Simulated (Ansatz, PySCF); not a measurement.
Spin states of HfO2 (SMILES [O]=[Hf]=[O]), each relaxed with B3LYP-D3(BJ)/def2-TZVP.
State 1 (charge 0, multiplicity 1):
| atom | x (Å) | y (Å) | z (Å) |
|---|---|---|---|
| Hf | 0.4121 | -0.3429 | 0.4086 |
| O | 0.8739 | 0.3743 | -1.1646 |
| O | -1.3192 | 0.0159 | 0.6858 |
State 2 (charge 0, multiplicity 3):
```xyz
3

Hf     0.4598    -0.3832     0.4569
O      0.8230     0.3900    -1.1659
O     -1.3159     0.0405     0.6386
```

```
level                     energy of the multiplicity-3 state less that of the multiplicity-1 state (eV)  cost
------------------------  -----------------------------------------------------------------------------  ----
SVWN5/def2-TZVPP                                                                                  1.473  ×0.6
PBE-D3(BJ)/def2-TZVPP                                                                             1.278    ×1
PBE-D4/def2-TZVPP                                                                                 1.278    ×1
BLYP-D3(BJ)/def2-TZVPP                                                                            1.156    ×1
r2SCAN/def2-TZVPP                                                                                 1.229    ×1
r2SCAN-D3(BJ)/def2-TZVPP                                                                          1.229    ×1
B97M-V/def2-TZVPP                                                                                 1.270    ×1
r2SCANh/def2-TZVPP                                                                                1.240  ×0.7
B3LYP-D3(BJ)/def2-TZVPP                                                                           1.236  ×0.5
PBE0/def2-TZVPP                                                                                   1.328  ×0.5
PBE0-D3(BJ)/def2-TZVPP                                                                            1.328  ×0.5
PBE0-D4/def2-TZVPP                                                                                1.329  ×0.5
BHLYP-D3(BJ)/def2-TZVPP                                                                           1.164  ×0.8
BHLYP-D4/def2-TZVPP                                                                               1.165  ×0.8
CAM-B3LYP/def2-TZVPP                                                                              1.347  ×0.7
CAM-B3LYP-D4/def2-TZVPP                                                                           1.347  ×0.7
wB97X-V/def2-TZVPP                                                                                1.580    ×2
B2PLYP/def2-TZVPP                                                                                 1.602    ×1
B2PLYP-D3(BJ)/def2-TZVPP                                                                          1.602    ×1
B2PLYP-D4/def2-TZVPP                                                                              1.602    ×1
```

The rows run from 1.156 (BLYP-D3(BJ)/def2-TZVPP) to 1.602 eV (B2PLYP-D4/def2-TZVPP). The dispersion term adds 0.000 in r2SCAN-D3(BJ), 0.000 in PBE0-D3(BJ), 0.000 in PBE0-D4. The 8 functionals in def2-TZVPP without D3 or D4 span 0.372, from r2SCAN to B2PLYP.

Singlets are restricted, other states unrestricted; no spin–orbit coupling, no relativity up to Kr; see below for the cores. The largest T1 diagnostic is 0.050.

Correlated levels freeze the inner cores; with def2 sets outer-core shells near the valence are correlated too.

The values were computed with Ansatz (an electronic-structure program) with Gaussian orbitals; PySCF for the dispersion terms. Each number belongs to the level named beside it. In def2 rows elements past Kr take small-core potentials, without spin–orbit coupling.

Costs are rough ratios of core time to PBE/def2-TZVPP (about 24 s over the structures, on one shared machine); a dash marks a level with no comparable run of its own.
